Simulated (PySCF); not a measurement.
# Computed properties of F2GeH2S2, SMILES [F][Ge]([F])([SH])[SH]

Ge(F)2(SH)2 (F2GeH2S2), SMILES [F][Ge]([F])([SH])[SH]. Geometry optimised at ωB97X-D3(BJ)/def2-SVP. This is a generated structure with no PubChem entry under its InChIKey; it may be hypothetical. The values are those of a single conformer. All values are computed for the isolated molecule unless a solvent is named; none is compared with measurement here.

**Structure.** The optimised structure has C2 symmetry. All 15 harmonic modes at ωB97X-D3(BJ)/def2-SVP (PySCF) are real, so it is a minimum. With heavy atoms numbered as in [F:1][Ge:2]([F:3])([SH:4])[SH:5], the shortest bond between them is F1–Ge2 at 1.725 Å and the longest Ge2–S5 at 2.179 Å.

**Vibrations.** The strongest infrared lines (harmonic, unscaled, degenerate partners summed) lie at 739 cm⁻¹ (90 km/mol, F 82 %, Ge 18 %), 474 cm⁻¹ (78 km/mol, S 54 %, Ge 41 %), 754 cm⁻¹ (75 km/mol, F 68 %, Ge 18 %, H 14 %). The softest mode is at 112 cm⁻¹ and the zero-point energy is 15.4 kcal/mol.

**Electronic structure.** PBE0/def2-TZVP (PySCF) places the frontier levels at -8.35 and -1.30 eV, a gap of 7.05 eV, and gives a dipole moment of 3.10 D and a mean polarisability of 63.0 bohr³. PBE/def2-TZVP (PySCF) at the same geometry gives -7.05 and -2.28 eV, so its gap is 2.28 eV narrower. An orbital gap is neither the optical nor the fundamental gap.

**Excitations.** TDA-B3LYP/def2-SVPD (PySCF) has S1 at 5.28 eV (235 nm, f = 0.032, weak); the most intense of the 10 singlets computed lies at 7.75 eV (f = 0.13). T1 (TDA) is at 4.79 eV, 0.49 eV under S1. TDA-PBE/def2-SVPD (PySCF) puts S1 at 4.90 eV. No vertical singlet excitation falls in the visible range (under 3.1 eV).

**NMR.** GIAO shifts at B3LYP/pcSseg-1 (PySCF) (non-relativistic, atoms alike by connectivity averaged): ¹H at 1.4 ppm against TMS; ¹⁹F at -117.9 ppm against CFCl3.
